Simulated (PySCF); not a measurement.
NbO2F, SMILES [O]=[Nb](=[O])[F], multiplicity 1.

The structure is a stationary point at PBE-D3(BJ)/def2-TZVP. The multiplicity is an assumed one; other spin states were not compared. The def2 effective core potentials stand for the cores of Nb; spin–orbit coupling is left out.

Calculation: PySCF with PBE/def2-TZVPD.

Symmetry labels are those of the subgroup Cs that the program uses (full group Cs).

Question: List the valence orbital energies around the gap with their symmetry. (An estimate is asked for; the answer gives what the named calculation found.)

Answer: 
| orbital | symmetry | energy (eV) |
|---|---|---|
| HOMO−7 | A" | -10.37 |
| HOMO−6 | A' | -10.31 |
| HOMO−5 | A' | -9.40 |
| HOMO−4 | A" | -9.22 |
| HOMO−3 | A" | -8.53 |
| HOMO−2 | A' | -8.28 |
| HOMO−1 | A' | -7.98 |
| HOMO | A" | -7.03 |
| LUMO | A' | -4.67 |
| LUMO+1 | A' | -3.01 |
| LUMO+2 | A" | -2.37 |
| LUMO+3 | A' | -1.16 |
